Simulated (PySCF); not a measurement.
**Cd²²⁺: ionisation energy**

Cd²²⁺ [Ar] 3d8 [3d3/2^4 3d5/2^4, M_J = 4] → Cd²³⁺ [Ar] 3d7 [3d3/2^4 3d5/2^3, M_J = 9/2], as a difference of total energies. Calculation: PySCF 2.14, in an uncontracted even-tempered set (17 s from 2.7 bohr⁻², ratio 2.8; 12 p from 3.5 bohr⁻², ratio 2.8; 8 d from 3.5 bohr⁻², ratio 2.8; 4 f from 15 bohr⁻², ratio 3); the two-component X2C-1e Hamiltonian. Correlated levels: [Ne] frozen; the 76 highest virtual spinors dropped. "Screened" scales the spin-orbit matrix elements by Boettger's factors to mimic the two-electron term; Breit and QED terms are absent.

| method | ionisation energy (eV) |
| --- | --- |
| GHF (spin-free) | 1097.5 |
| GMP2 (spin-free) | 1098.8 |
| GHF (screened spin-orbit) | 1095.9 |
| GMP2 (screened spin-orbit) | 1097.1 |

Breit and QED terms and the two-electron picture change are absent.

The spin-free rows relax to the high-spin LS determinant and lack the spin-orbit shift.

The labels give the starting determinants; with spin-orbit coupling the two ends relaxed to ⟨J²⟩ = 20.00, ⟨L²⟩ = 12.31, ⟨S²⟩ = 1.93 and ⟨J²⟩ = 24.75, ⟨L²⟩ = 13.35, ⟨S²⟩ = 3.28.

For comparison: 1095 ± 4 eV (theoretical estimate listed by NIST; NIST Atomic Spectra Database, ionization energies).
